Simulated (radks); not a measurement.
Problem. All-electron atom: Cs I in [Xe] 5d0.5 6s0.5 (fractional occupations, a model configuration). Calculated with a radial shooting solver on a logarithmic mesh with Libxc functionals: scalar-relativistic Kohn-Sham, BLYP, spin-unpolarised, spherical densities, finite nucleus; Fermi nuclear charge, rms radius 4.8041 fm. Some entries of the table are withheld. Estimate them.

orbital,occ.,eigenvalue (hartree),<r> (bohr),<r^2> (bohr^2)
1s,2,-1315.689,0.02611,0.0009251
2s,2,-206.3803,0.1121,0.01483
2p,6,-185.1557,0.09820,0.01177
3s,2,-42.89152,0.2991,0.1022
3p,6,-36.06114,0.2971,0.1023
3d,10,(1),0.2736,0.08841
4s,2,-8.08382,0.6947,0.5448
4p,6,-5.89972,0.7395,0.6224
4d,10,-2.72119,0.8370,0.8159
5s,2,-0.97696,1.740,3.415
5p,6,-0.49049,(2),5.022
6s,0.5,-0.07779,5.621,36.24
5d,0.5,-0.01454,6.755,61.76

Solution. 
(1) 3d eigenvalue (hartree): -26.02841
(2) 5p <r> (bohr): 2.095
